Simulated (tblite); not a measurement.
Compound: C₅H₉N₃.
Structure used (GFN2-xTB), in Å, numbered top down from 1:
```xyz
17
C5H9N3 angstrom
C      2.5024   -0.1688   -0.0481
C      1.1187   -0.6630   -0.2298
N      0.7757   -1.8376   -0.6693
N     -0.5679   -1.9006   -0.7018
C     -1.0391   -0.7641   -0.2814
C     -2.4686   -0.3986   -0.1633
N     -0.0042    0.0763    0.0431
C     -0.0831    1.4257    0.5203
H      2.6659    0.7371   -0.6313
H      3.1884   -0.9402   -0.3835
H      2.7017    0.0511    1.0011
H     -2.6900    0.4831   -0.7642
H     -3.0677   -1.2321   -0.5157
H     -2.7296   -0.1870    0.8739
H      0.8222    1.6712    1.0741
H     -0.1872    2.1256   -0.3136
H     -0.9445    1.5341    1.1795
```

All values are computed: GFN2-xTB (tblite) harmonic vibrations without scaling, gas phase. The method is semi-empirical: single wavenumbers can be off by several per cent or more. The optimisation stopped once no atom felt more than 0.01 eV/Å.

Lowest wavenumbers of the output (negative numbers stand for imaginary wavenumbers):
```
mode    cm-1
  1     -26.2
  2     135.4
  3     141.7
  4     146.1
  5     245.7
  6     253.7
  7     261.8
  8     320.7
```

Q: Is this structure a minimum?

A: Not by this Hessian. 1 mode is imaginary beyond 20i (26i cm⁻¹), so at this level the point lies at or near a first-order saddle. The curvature is small, so loose convergence or finite differences may be the whole cause.

Q: Which atoms move in the imaginary mode?

A: 26i: H16 (methyl hydrogen) 37 %, H17 (methyl hydrogen) 29 %, H15 (methyl hydrogen) 29 %. These are shares of the mass-weighted motion.

Q: What is the remedy?

A: Step along that mode in both directions, optimise again with tighter thresholds and repeat the frequencies. The zero-point energy of this point (87.4 kcal/mol) counts the 44 real modes alone, and thermal corrections from it aren't those of a minimum.
